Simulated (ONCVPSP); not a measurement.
**fluorine: variants of one ONCV potential**

Base potential:

fluorine (F), optimised norm-conserving Vanderbilt (ONCV), made with ONCVPSP 4.0.1 (PBE, non-relativistic). Core [He], reference 2s1 2p6. Waves: 2s: rc 0.80 bohr, ncon 4, nbas 8, qcut 10.5 1/bohr, 2 projectors, debl 1.1 Ha; 2p: rc 1.30 bohr, ncon 5, nbas 9, qcut 13.4 1/bohr, 3 projectors, debl 2.5 Ha; d scattering state at 0.24 Ha: rc 1.10 bohr, ncon 4, nbas 9, qcut 7.6 1/bohr, 1 projector. Local part: polynomial inside 0.60 bohr (lpopt 5, dvloc0 6 Ha). Core correction: none.

In the s channel the program set the typed energies aside and used -1.113, 0.250 Ha.

All-electron outer shells of the reference configuration (PBE, non-relativistic, ld1.x):

| shell | level (eV) | outermost node (bohr) | outermost maximum (bohr) |
| --- | --- | --- | --- |
| 1s | -663.25 | – | 0.11 |
| 2s | -30.29 | 0.24 | 0.76 |
| 2p | -11.54 | – | 0.71 |

Cutoffs, loose and tight: the cutoffs (Ha) at which the residual kinetic energy of the hardest occupied pseudo-wave falls to 1 and 0.1 mHa per electron. They do not see the model core or the augmentation charge, which bear on the density cutoff. Test errors are all-electron minus pseudo excitation energies from the reference, over the configurations 2s2 2p5; 2s2 2p4; 2s2 2p3; 2s2 2p1. A dash means not determined; rows that change the core or the reference have their own tests.

| change | outcome | cutoff, loose | cutoff, tight | bound ghosts | GHOST(+) flags above zero | largest test error (meV) |
| --- | --- | --- | --- | --- | --- | --- |
| base | generated, projector energies reset by the program | 52 Ha | 123 Ha | none | none | +1385 |
| s: qcut 6.1 | generated, projector energies reset by the program | 237 Ha | 282 Ha | none | s | +1625 |
| s: qcut 7.3 | generated, projector energies reset by the program | 213 Ha | 272 Ha | none | s | +1548 |
| s: qcut 8.3 | generated, projector energies reset by the program | 122 Ha | 258 Ha | none | none | +1483 |
| s: qcut 9.6 | generated, projector energies reset by the program | 52 Ha | 225 Ha | none | none | +1415 |
| s: qcut 10.6 | generated, projector energies reset by the program | 52 Ha | 96 Ha | none | none | +1382 |
| s: qcut 11.4 | generated, projector energies reset by the program | 52 Ha | 64 Ha | none | none | +1363 |
| s: qcut 12.6 | generated, projector energies reset by the program | 57 Ha | 69 Ha | none | none | +1344 |
| s: qcut 13.5 | generated, projector energies reset by the program | 60 Ha | 74 Ha | none | none | +1336 |
| s: qcut 14.4 | generated, projector energies reset by the program | 63 Ha | 78 Ha | none | none | +1331 |
| s: qcut 15.8 | generated, projector energies reset by the program | 66 Ha | 84 Ha | none | none | +1325 |

Reading the sweep of the qcut of the s channel (base included, trends over the rows without a ghost): The loose cutoff is not monotonic: lowest 52 Ha at 9.6 1/bohr, highest 237 Ha at 6.1 1/bohr. The median size of the test errors (rows with all tests solved) falls from 169.4 meV at 6.1 to 118.1 meV at 15.8 1/bohr.
